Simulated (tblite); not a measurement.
A geometry optimisation, step by step.

C₉H₁₄Si.
Bonds: C1–C2, C2–C3, C3–C4 (aromatic), C4–C5 (aromatic), C5–C6 (aromatic), C6–C7 (aromatic), C7–C8, C8–Si9, C7–C10 (aromatic), C3–C10 (aromatic). Hydrogens: H11, H12, H13 on C1; H14, H15 on C2; H16 on C4; H17 on C5; H18 on C6; H19, H20 on C8; H21, H22, H23 on Si9; H24 on C10.

Computed with GFN2-xTB (tblite), gas phase: L-BFGS steps from a force-field or distance-geometry start until the largest atomic force falls under 0.01 eV/Å. 7 of its 53 geometries are shown.

Step 0: E = -765.4405 eV, largest atomic force 1.586 eV/Å
```
atom  x, y, z in Å  |  force x, y, z in eV/Å
C1     -2.795    1.595    0.447   -0.666   0.417   0.246
C2     -2.651    0.326   -0.374    0.467  -0.581   0.195
C3     -1.336   -0.382   -0.060   -0.411   0.353  -0.337
C4     -1.276   -1.333    0.942    0.243  -0.646   0.738
C5     -0.069   -1.976    1.247   -0.045   0.654  -0.724
C6      1.079   -1.649    0.521   -0.222   0.092   0.081
C7      1.039   -0.681   -0.496   -0.141   0.033   0.312
C8      2.296   -0.308   -1.251   -0.872  -1.124  -0.522
Si9     3.305    1.085   -0.545    0.564   1.236   0.818
C10    -0.186   -0.053   -0.771    0.551  -0.296   0.151
H11    -2.791    1.387    1.521    0.058  -0.075  -0.209
H12    -3.759    2.080    0.212    0.394  -0.152   0.088
H13    -2.002    2.309    0.242    0.088  -0.061  -0.080
H14    -3.482   -0.355   -0.162    0.049   0.068   0.101
H15    -2.704    0.562   -1.433    0.111   0.102  -0.170
H16    -2.166   -1.601    1.534    0.426   0.236  -0.455
H17    -0.022   -2.718    2.031   -0.025   0.050  -0.057
H18     2.016   -2.158    0.766   -0.299   0.253  -0.185
H19     2.010   -0.060   -2.281    0.027   0.048   0.106
H20     2.932   -1.201   -1.333   -0.100   0.122   0.085
H21     2.506    2.353   -0.496    0.246  -0.509  -0.011
H22     4.489    1.335   -1.402   -0.248  -0.112   0.120
H23     3.792    0.767    0.833   -0.221   0.062  -0.474
H24    -0.237    0.697   -1.558    0.025  -0.169   0.182
```

Step 9: E = -765.5645 eV, largest atomic force 0.079 eV/Å
```
atom  x, y, z in Å  |  force x, y, z in eV/Å
C1     -2.801    1.596    0.451    0.034  -0.020  -0.017
C2     -2.635    0.315   -0.369    0.029  -0.006  -0.012
C3     -1.333   -0.371   -0.059    0.040  -0.015   0.014
C4     -1.266   -1.326    0.947    0.055   0.000   0.010
C5     -0.064   -1.949    1.232    0.010  -0.028   0.036
C6      1.082   -1.628    0.524   -0.038  -0.011   0.047
C7      1.041   -0.671   -0.483   -0.048  -0.017   0.016
C8      2.269   -0.332   -1.261   -0.004   0.022   0.020
Si9     3.295    1.101   -0.524    0.015   0.063   0.046
C10    -0.175   -0.055   -0.756   -0.010   0.045   0.001
H11    -2.784    1.369    1.514    0.017   0.011   0.007
H12    -3.748    2.074    0.212   -0.011   0.016   0.008
H13    -1.995    2.291    0.231    0.013   0.012   0.025
H14    -3.465   -0.358   -0.142    0.011  -0.002  -0.049
H15    -2.669    0.566   -1.431   -0.037  -0.012  -0.011
H16    -2.158   -1.588    1.501    0.044   0.003  -0.024
H17    -0.021   -2.701    2.007    0.011   0.008   0.000
H18     2.012   -2.134    0.745   -0.024   0.035   0.005
H19     1.992   -0.058   -2.279   -0.013  -0.018  -0.068
H20     2.912   -1.209   -1.319    0.013  -0.045  -0.042
H21     2.499    2.329   -0.486   -0.033  -0.034   0.015
H22     4.457    1.315   -1.393   -0.020  -0.019  -0.008
H23     3.764    0.763    0.820   -0.052  -0.023   0.003
H24    -0.222    0.681   -1.547   -0.002   0.034  -0.022
```

Step 17: E = -765.5702 eV, largest atomic force 0.069 eV/Å
```
atom  x, y, z in Å  |  force x, y, z in eV/Å
C1     -2.792    1.593    0.450    0.015  -0.015  -0.010
C2     -2.627    0.315   -0.374    0.010  -0.006  -0.005
C3     -1.324   -0.364   -0.059    0.001  -0.025   0.008
C4     -1.255   -1.319    0.947   -0.007  -0.018   0.009
C5     -0.055   -1.942    1.240   -0.001   0.004  -0.004
C6      1.085   -1.615    0.530   -0.001  -0.031   0.042
C7      1.042   -0.664   -0.482   -0.037  -0.040   0.000
C8      2.265   -0.336   -1.269    0.010   0.012   0.002
Si9     3.278    1.096   -0.519    0.017   0.036   0.021
C10    -0.169   -0.042   -0.756   -0.031   0.001   0.002
H11    -2.771    1.364    1.513    0.000  -0.010   0.010
H12    -3.738    2.075    0.216   -0.019   0.019   0.002
H13    -1.984    2.289    0.236    0.007  -0.002  -0.009
H14    -3.454   -0.364   -0.155   -0.004   0.020   0.008
H15    -2.666    0.562   -1.437    0.006   0.021   0.002
H16    -2.150   -1.587    1.491   -0.002   0.000   0.013
H17    -0.013   -2.699    2.013    0.010   0.061  -0.030
H18     2.018   -2.116    0.747    0.030  -0.005   0.014
H19     1.983   -0.069   -2.287   -0.013   0.021  -0.061
H20     2.903   -1.217   -1.332    0.039  -0.043  -0.009
H21     2.467    2.315   -0.471   -0.006  -0.031  -0.001
H22     4.438    1.303   -1.392   -0.005   0.021   0.024
H23     3.726    0.746    0.830   -0.025  -0.010  -0.014
H24    -0.217    0.694   -1.547    0.006   0.021  -0.015
```

Step 26: E = -765.5745 eV, largest atomic force 0.047 eV/Å
```
atom  x, y, z in Å  |  force x, y, z in eV/Å
C1     -2.780    1.593    0.451    0.017  -0.007   0.004
C2     -2.622    0.319   -0.379    0.006  -0.007  -0.004
C3     -1.322   -0.369   -0.064   -0.007  -0.011   0.003
C4     -1.251   -1.320    0.945    0.005   0.005   0.007
C5     -0.046   -1.930    1.245   -0.009   0.002   0.002
C6      1.094   -1.611    0.529   -0.005  -0.012   0.022
C7      1.043   -0.677   -0.498   -0.019   0.005   0.023
C8      2.263   -0.347   -1.292    0.011   0.014   0.015
Si9     3.254    1.087   -0.513    0.001   0.012   0.008
C10    -0.167   -0.049   -0.763   -0.021  -0.003  -0.010
H11    -2.758    1.353    1.511    0.012   0.017   0.023
H12    -3.725    2.082    0.226    0.003   0.003  -0.008
H13    -1.968    2.283    0.235    0.006   0.023   0.022
H14    -3.456   -0.352   -0.164    0.010  -0.012  -0.015
H15    -2.654    0.578   -1.440   -0.007  -0.012  -0.004
H16    -2.142   -1.587    1.496    0.003   0.011  -0.008
H17     0.003   -2.667    2.035    0.005   0.022  -0.014
H18     2.030   -2.097    0.764    0.010  -0.015  -0.023
H19     1.980   -0.074   -2.309   -0.006   0.005  -0.012
H20     2.906   -1.225   -1.358    0.012  -0.019  -0.006
H21     2.418    2.287   -0.459    0.004  -0.011  -0.005
H22     4.427    1.327   -1.361   -0.019   0.011   0.036
H23     3.670    0.715    0.840    0.000   0.001  -0.018
H24    -0.210    0.700   -1.543   -0.013  -0.020  -0.040
```

Step 35: E = -765.5775 eV, largest atomic force 0.037 eV/Å
```
atom  x, y, z in Å  |  force x, y, z in eV/Å
C1     -2.765    1.593    0.457    0.006  -0.005  -0.002
C2     -2.615    0.322   -0.382    0.000   0.001  -0.003
C3     -1.319   -0.374   -0.072   -0.012   0.001   0.006
C4     -1.246   -1.314    0.948    0.010   0.017   0.013
C5     -0.038   -1.917    1.252   -0.014  -0.013   0.000
C6      1.098   -1.608    0.527   -0.014  -0.027   0.006
C7      1.043   -0.687   -0.511   -0.018   0.008   0.017
C8      2.261   -0.355   -1.305    0.021   0.028   0.011
Si9     3.231    1.082   -0.503    0.015   0.014   0.007
C10    -0.168   -0.063   -0.780   -0.026  -0.010  -0.016
H11    -2.741    1.355    1.518   -0.005  -0.020   0.007
H12    -3.708    2.086    0.232   -0.008   0.011   0.003
H13    -1.952    2.285    0.248    0.012  -0.006  -0.015
H14    -3.453   -0.348   -0.173    0.007   0.008   0.009
H15    -2.647    0.586   -1.441   -0.004   0.005   0.002
H16    -2.138   -1.576    1.500    0.024   0.017   0.007
H17     0.015   -2.640    2.054    0.003  -0.001  -0.015
H18     2.036   -2.095    0.756    0.006  -0.001   0.010
H19     1.975   -0.075   -2.319    0.012   0.001  -0.023
H20     2.906   -1.231   -1.375    0.019  -0.005  -0.008
H21     2.377    2.270   -0.455    0.005  -0.019   0.013
H22     4.420    1.362   -1.314   -0.024  -0.014   0.003
H23     3.636    0.692    0.848   -0.015   0.013  -0.006
H24    -0.218    0.669   -1.575    0.001   0.000  -0.024
```

Step 43: E = -765.5799 eV, largest atomic force 0.030 eV/Å
```
atom  x, y, z in Å  |  force x, y, z in eV/Å
C1     -2.751    1.593    0.462    0.005  -0.003   0.000
C2     -2.612    0.326   -0.384   -0.002  -0.008  -0.003
C3     -1.318   -0.375   -0.081    0.001   0.000   0.011
C4     -1.238   -1.295    0.956   -0.001  -0.022  -0.012
C5     -0.033   -1.909    1.251    0.000   0.010   0.016
C6      1.101   -1.609    0.520   -0.013  -0.017  -0.006
C7      1.042   -0.698   -0.528   -0.004  -0.004  -0.003
C8      2.263   -0.357   -1.314    0.018   0.006  -0.007
Si9     3.211    1.079   -0.488    0.000   0.015   0.012
C10    -0.173   -0.084   -0.807   -0.008  -0.015  -0.008
H11    -2.727    1.343    1.520    0.006   0.007   0.013
H12    -3.689    2.098    0.244   -0.009  -0.003  -0.004
H13    -1.932    2.277    0.253    0.013   0.003   0.008
H14    -3.450   -0.341   -0.172   -0.013   0.000  -0.003
H15    -2.649    0.596   -1.442   -0.003  -0.008  -0.007
H16    -2.123   -1.543    1.525    0.005   0.023  -0.001
H17     0.022   -2.627    2.057   -0.002   0.005  -0.004
H18     2.038   -2.095    0.753    0.000   0.012  -0.010
H19     1.986   -0.073   -2.329   -0.009   0.011  -0.020
H20     2.916   -1.227   -1.387    0.010  -0.025   0.013
H21     2.337    2.252   -0.433   -0.002   0.015   0.002
H22     4.405    1.381   -1.282   -0.013  -0.010   0.001
H23     3.595    0.683    0.866    0.007   0.000   0.005
H24    -0.231    0.625   -1.623    0.014   0.007   0.007
```

Step 52: E = -765.5805 eV, largest atomic force 0.009 eV/Å
```
atom  x, y, z in Å  |  force x, y, z in eV/Å
C1     -2.746    1.591    0.464    0.003  -0.003  -0.002
C2     -2.612    0.326   -0.385   -0.002  -0.002  -0.001
C3     -1.318   -0.378   -0.086   -0.002   0.004   0.005
C4     -1.236   -1.292    0.956   -0.001  -0.006  -0.007
C5     -0.032   -1.907    1.251   -0.002   0.002   0.004
C6      1.100   -1.612    0.514   -0.004  -0.003   0.001
C7      1.040   -0.703   -0.536   -0.005  -0.001   0.000
C8      2.264   -0.358   -1.317    0.003   0.002   0.001
Si9     3.202    1.080   -0.482    0.002   0.002  -0.001
C10    -0.175   -0.092   -0.817   -0.004   0.006   0.004
H11    -2.722    1.342    1.522    0.002  -0.004   0.000
H12    -3.684    2.099    0.247    0.004   0.002  -0.001
H13    -1.925    2.274    0.256    0.001   0.001  -0.002
H14    -3.452   -0.339   -0.172    0.000  -0.002   0.002
H15    -2.651    0.595   -1.443   -0.001   0.002   0.001
H16    -2.119   -1.527    1.533    0.006  -0.001  -0.002
H17     0.024   -2.622    2.059    0.002   0.005   0.003
H18     2.039   -2.093    0.748   -0.003  -0.006  -0.003
H19     1.991   -0.072   -2.333    0.000   0.000  -0.004
H20     2.920   -1.227   -1.386    0.006  -0.002   0.003
H21     2.328    2.253   -0.427    0.002  -0.001   0.001
H22     4.396    1.382   -1.275   -0.004   0.000   0.001
H23     3.587    0.683    0.873   -0.002   0.002  -0.002
H24    -0.230    0.618   -1.631   -0.001   0.001  -0.002
```

Q: Summarise the path.

A: The energy falls by 13.51 kJ/mol from step 0 to step 52; nine tenths of that is first reached at step 11. It falls at every step. The largest force goes from 1.586 to 0.009 eV/Å. Among the bonds C8–Si9 changes most, from 1.860 to 1.910 Å; the atoms move by 0.100 Å rms after alignment.

The cost below is that of the whole relaxation. Hardware: one thread, Arm Neoverse V1 (aarch64), no GPU, shared host. Cost: 0.5 s.
